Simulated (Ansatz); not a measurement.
Program: Ansatz. Geometries: PBE0-D4/def2-TZVP. ΔE: electronic, gas phase. CCSD(T)/CBS adds triple-zeta CCSD(T) − MP2 to the extrapolated MP2 energy (def2 sets, frozen cores). Functionals use def2-TZVPP. For Ge outer-core shells are correlated without core-valence functions, which leaves a few kJ/mol of doubt a bond. Scalar relativity is left out up to krypton. One conformer a species, not always the lowest.

Reaction (ligand exchange at a Ge–C bond): `F[SiH](F)[CH2][GeH3]` + `N=CBO` → `OB/C=[N]/[GeH3]` + `C[SiH](F)F`

```tsv
level	ΔE (kJ/mol)
PBE-D4	3.7
r2SCAN-D4	1.9
ωB97M-V	6.1
r2SCAN	1.5
PBE0	4.4
HF/def2-TZVPP	-9.1
CCSD/def2-TZVPP	4.8
CCSD/CBS(def2)	5.9
```

Q: What does CCSD(T)/CBS give? (An estimate is asked.)

A: The calculation gave: +6.6 kJ/mol. The listed levels differ from it by -2.9, -4.7, -0.5, -5.1, -2.2, -15.7, -1.8, -0.7 kJ/mol.

Largest T1 diagnostic among the species: 0.014.

In def2-TZVPP, CCSD(T) changes the Hartree–Fock value by +14.6 kJ/mol (the triples alone add +0.7 kJ/mol) and MP2 by +13.1 kJ/mol. The D4 term adds +3.5 kJ/mol with B3LYP and +1.8 kJ/mol with PBE0; it sums over pairs of atoms, weighted by their polarisabilities, and B3LYP, whose exchange is more repulsive, gets the larger term.

B3LYP here is the variant with VWN-RPA as its local correlation; programs differ in this.
